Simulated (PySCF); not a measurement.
C2H7BFN (SMILES CN(C)BF), singlet, at a GFN2-xTB geometry, with bond 12-6 at 2.4 times its length; CASCI(2,4)/6-31G (PySCF).

The PySCF input:
```python
from pyscf import gto, scf, mcscf
import numpy

mol = gto.Mole()
mol.atom = '''
    B     0.352892   -0.921093    0.534487
    H     0.286755   -1.333634    1.628017
    F     0.990461   -1.664526   -0.378025
    N    -0.192161    0.288300    0.144001
    C    -0.112108    0.801244   -1.207364
    C    -0.901473    1.176191    1.035162
    H    -1.115249    0.946863   -1.619029
    H     0.409153    1.763075   -1.218912
    H     0.429228    0.096475   -1.832114
    H    -0.402423    2.148998    1.081781
    H    -1.925251    1.333629    0.682077
    H    -0.980034    0.148744    3.430395
'''
mol.basis = '6-31g'
mol.charge = 0
mol.spin = 0
mol.verbose = 4
mol.build()

mf = scf.RHF(mol)
mf.kernel()
mc = mcscf.CASCI(mf, 4, 2)
mc.fix_spin_(ss=0.0)
mc.kernel()
occ = numpy.linalg.eigvalsh(mc.fcisolver.make_rdm1(mc.ci, mc.ncas, mc.nelecas))[::-1]
ss = mc.fcisolver.spin_square(mc.ci, mc.ncas, mc.nelecas)[0]
print('natural occupations', occ.round(4), ' <S^2>', round(ss, 4))
```

The log (banner, timings and long lists left out):

```
PySCF version 2.14.0

[INPUT] verbose = 4
[INPUT] num. atoms = 12
[INPUT] num. electrons = 40
[INPUT] charge = 0
[INPUT] spin (= nelec alpha-beta = 2S) = 0
[INPUT] symmetry False subgroup None
[INPUT] Mole.unit = angstrom
[INPUT] Symbol           X                Y                Z      unit          X                Y                Z       unit  Magmom
[INPUT]  1 B      0.352892000000  -0.921093000000   0.534487000000 AA    0.666869231550  -1.740613505254   1.010034047140 Bohr   0.0
[INPUT]  2 H      0.286755000000  -1.333634000000   1.628017000000 AA    0.541888414850  -2.520203010408   3.076506256136 Bohr   0.0
[INPUT]  3 F      0.990461000000  -1.664526000000  -0.378025000000 AA    1.871700027063  -3.145498267218  -0.714363718239 Bohr   0.0
[INPUT]  4 N     -0.192161000000   0.288300000000   0.144001000000 AA   -0.363131661823   0.544808041712   0.272122451663 Bohr   0.0
[INPUT]  5 C     -0.112108000000   0.801244000000  -1.207364000000 AA   -0.211853416373   1.514131718951  -2.281587292659 Bohr   0.0
[INPUT]  6 C     -0.901473000000   1.176191000000   1.035162000000 AA   -1.703537078690   2.222678860178   1.956172674557 Bohr   0.0
[INPUT]  7 H     -1.115249000000   0.946863000000  -1.619029000000 AA   -2.107515170695   1.789311747484  -3.059521397728 Bohr   0.0
[INPUT]  8 H      0.409153000000   1.763075000000  -1.218912000000 AA    0.773187113044   3.331728887068  -2.303409849946 Bohr   0.0
[INPUT]  9 H      0.429228000000   0.096475000000  -1.832114000000 AA    0.811123364995   0.182311327867  -3.462193688981 Bohr   0.0
[INPUT] 10 H     -0.402423000000   2.148998000000   1.081781000000 AA   -0.760469256226   4.061017662238   2.044269816758 Bohr   0.0
[INPUT] 11 H     -1.925251000000   1.333629000000   0.682077000000 AA   -3.638197111045   2.520193561778   1.288938725865 Bohr   0.0
[INPUT] 12 H     -0.980034000000   0.148744000000   3.430395000000 AA   -1.851995852762   0.281085422672   6.482507049077 Bohr   0.0

nuclear repulsion = 171.666127375286
number of shells = 39
number of NR pGTOs = 138
number of NR cGTOs = 59
basis = 6-31g
ecp = {}

******** <class 'pyscf.scf.hf.RHF'> ********
method = RHF
initial guess = minao
damping factor = 0
level_shift factor = 0
DIIS = <class 'pyscf.scf.diis.CDIIS'>
diis_start_cycle = 1
diis_space = 8
diis_damp = 0
SCF conv_tol = 1e-09
SCF conv_tol_grad = None
SCF max_cycles = 50
direct_scf = True
direct_scf_tol = 1e-13
Set gradient conv threshold to 3.16228e-05
Initial guess from minao.
init E= -258.787352308752
  HOMO = -0.210396664227729  LUMO = -0.0916692155519954  gap/eV = 3.23074
cycle= 1 E= -258.031773400006  delta_E= 0.756  |g|= 0.582  |ddm|= 2.91
  HOMO = -0.338047223290487  LUMO = -0.0510197574293576  gap/eV = 7.81042
cycle= 2 E= -258.092245416864  delta_E= -0.0605  |g|= 0.417  |ddm|= 0.914
  HOMO = -0.314728198284318  LUMO = -0.0110165386946148  gap/eV = 8.26442
cycle= 3 E= -258.137731819725  delta_E= -0.0455  |g|= 0.0732  |ddm|= 0.404
  HOMO = -0.322230287824867  LUMO = -0.011440043636481  gap/eV = 8.45703
cycle= 4 E= -258.139727829051  delta_E= -0.002  |g|= 0.0274  |ddm|= 0.111
  HOMO = -0.320025057247836  LUMO = -0.00644242860512767  gap/eV = 8.53302
cycle= 5 E= -258.139977210081  delta_E= -0.000249  |g|= 0.00719  |ddm|= 0.0334
  HOMO = -0.318774706436982  LUMO = -0.00587983166009654  gap/eV = 8.51430
cycle= 6 E= -258.140004732142  delta_E= -2.75e-05  |g|= 0.00193  |ddm|= 0.0137
  HOMO = -0.3185336112186  LUMO = -0.00552040922261687  gap/eV = 8.51752
cycle= 7 E= -258.140007609932  delta_E= -2.88e-06  |g|= 0.000709  |ddm|= 0.00486
  HOMO = -0.318479254199026  LUMO = -0.00541274009835613  gap/eV = 8.51897
cycle= 8 E= -258.140007948326  delta_E= -3.38e-07  |g|= 0.000161  |ddm|= 0.00173
  HOMO = -0.31844725073339  LUMO = -0.0053896151342876  gap/eV = 8.51873
cycle= 9 E= -258.140007968444  delta_E= -2.01e-08  |g|= 6.29e-05  |ddm|= 0.000398
  HOMO = -0.31843950325173  LUMO = -0.00538809459508327  gap/eV = 8.51856
cycle= 10 E= -258.140007970185  delta_E= -1.74e-09  |g|= 1.66e-05  |ddm|= 0.000101
  HOMO = -0.318439938212842  LUMO = -0.00538839363984334  gap/eV = 8.51857
cycle= 11 E= -258.140007970352  delta_E= -1.68e-10  |g|= 5.39e-06  |ddm|= 3.31e-05
  HOMO = -0.318440212863871  LUMO = -0.00538885778065712  gap/eV = 8.51856
Extra cycle  E= -258.140007970366  delta_E= -1.41e-11  |g|= 2.81e-06  |ddm|= 8.58e-06
converged SCF energy = -258.140007970366

******** <class 'pyscf.mcscf.casci.CASCI'> ********
CAS (1e+1e, 4o), ncore = 19, nvir = 36
natorb = False
canonicalization = True
sorting_mo_energy = False
******** <class 'pyscf.fci.addons.SpinPenaltyFCISolver'> ********
max. cycles = 200
conv_tol = 1e-08
davidson only = True
linear dependence = 1e-12
level shift = 0.001
max iter space = 12
nroots = 1
pspace_size = 400
spin = None
Density matrix diagonal elements [1.52481306e+00 4.74334828e-01 3.39544598e-07 8.51771926e-04]
CASCI converged
CASCI E = -258.225413178619  E(CI) = -1.10982065733799  S^2 = 0.0000000
natural occupations [1.5275 0.4725 0.     0.    ]  <S^2> 0.0
```
